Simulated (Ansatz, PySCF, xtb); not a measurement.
Pair of molecules: NH3 (SMILES N) (first 4 atoms) with HCl (SMILES Cl); geometry from B3LYP-D3(BJ)/def2-TZVP.
(charge 0, multiplicity 1):
```xyz
6

N     -0.03034     0.07698     0.60923
H     -0.51996    -0.75468     0.29908
H     -0.46507     0.88208     0.17286
H      0.92844     0.01984     0.28512
Cl    -0.12863     0.31667     3.67266
H     -0.08580     0.21197     2.33530
```

Monomers are frozen at their geometry in the pair; levels with a basis set take the counterpoise correction. Rows marked so take none.

Frozen-core correlation. Rows in STO-3G carry no dispersion term and start afresh at each structure.

Programs: Ansatz (a quantum-chemistry and plane-wave program); PySCF for STO-3G rows, the dispersion terms; xtb for the GFN methods. Each number belongs to the level named beside it.

```csv
level,interaction energy (kcal/mol)
GFN2-xTB,-10.28
HF/STO-3G (no counterpoise),-16.26
HF/aug-cc-pV(D+d)Z,-6.09
BLYP-D3(BJ)/def2-TZVPPD,-10.61
revPBE-D4/def2-TZVPPD,-11.12
r2SCAN/def2-TZVPPD,-11.58
B3LYP/def2-TZVPPD,-9.51
CAM-B3LYP-D4/def2-TZVPPD,-10.69
SCS-MP2/aug-cc-pV(D+d)Z,…
```

Q: What belongs in the gaps?

A: 
- SCS-MP2/aug-cc-pV(D+d)Z, interaction energy (kcal/mol): -7.82
